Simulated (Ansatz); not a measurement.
Correcting a cheap level on molecular compounds of In

The vertical ionisation energy (cation less neutral) in eV of 6 molecular compounds of In: x at PBE0-D4/def2-TZVPP, y at CCSD(T)/def2-TZVPP. Shapes, held fixed at every level: PBE0-D4/def2-TZVP. Flexible molecules stand in one conformer, not always the lowest. Programs: Ansatz 0.2.0.

| molecule | x (eV) | y (eV) |
| --- | --- | --- |
| C2H8InNO (SMILES C[N](C)[InH][OH]) | 7.76 | 7.90 |
| InH2(SH) | 9.63 | 9.60 |
| InH(GeH3)F | 9.86 | ? |
| In(OH)(SH)Cl | 10.21 | 10.25 |
| In(OH)3 | 10.83 | 11.30 |
| In(SH)F2 | 10.85 | 10.84 |

Q: Fit y = c + s·x to the known rows and predict y for InH(GeH3)F.

A: 
1. Means of the 5 rows: x = 9.8560, y = 9.978.
2. Σ(Δx)² = 6.5063, Σ(Δx·Δy) = 6.6817, so the slope is 6.6817/6.5063 = 1.027.
3. Intercept: 9.978 − (1.027) × 9.8560 = -0.144. The largest residual of the fit is 0.32.
4. InH(GeH3)F: -0.144 + 1.027 × 9.86 = 9.98 eV.

CCSD(T)/def2-TZVPP gives 10.01 eV, so the prediction is off by -0.03 eV, within the largest residual. Uncorrected, PBE0-D4/def2-TZVPP misses InH(GeH3)F by -0.15 eV, and the other rows by 0.14 on average. The line removes about 80 % of this miss, partly by chance. Left out in turn, the other rows are missed by 0.33 eV on average, worse than no correction. Cations run unrestricted. For atoms past krypton def2 sets carry core potentials with scalar relativity. Relativity is left out for Ge. Outer-core shells of Ge, In are correlated, in sets that cover them unevenly.
